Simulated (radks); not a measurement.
Isoelectronic series with 18 electrons, each ion in its NIST ground configuration. All-electron calculation, non-relativistic Kohn-Sham, BLYP, spin-unpolarised, spherical densities, point nucleus. Program: a radial shooting solver on a logarithmic mesh with Libxc functionals. Total energies (hartree) and screening constants sigma, defined by e = -(Z - sigma)^2 / (2 n^2) hartree:

| ion | configuration | E (hartree) | 3p | 3s | 2p | 2s |
|---|---|---|---|---|---|---|
| Ar | [Ar] | -527.55104 | 15.408 | 14.023 | 9.779 | 8.693 |
| K+ | [Ar] | -599.76669 | 14.954 | 13.796 | 9.827 | 8.761 |
| Ca2+ | [Ar] | -676.91956 | 14.673 | 13.619 | 9.856 | 8.808 |
| Sc3+ | [Ar] | -758.99584 | 14.472 | 13.477 | 9.873 | 8.842 |
| Ti4+ | [Ar] | -845.98698 | 14.319 | 13.361 | 9.885 | 8.867 |
| V5+ | [Ar] | -937.88722 | 14.198 | 13.265 | 9.892 | 8.886 |
| Cr6+ | [Ar] | -1034.69245 | 14.098 | 13.183 | 9.896 | 8.901 |
| Mn7+ | [Ar] | -1136.39968 | 14.014 | 13.113 | 9.898 | 8.912 |
| Fe8+ | [Ar] | -1243.00662 | 13.942 | 13.052 | 9.899 | 8.921 |
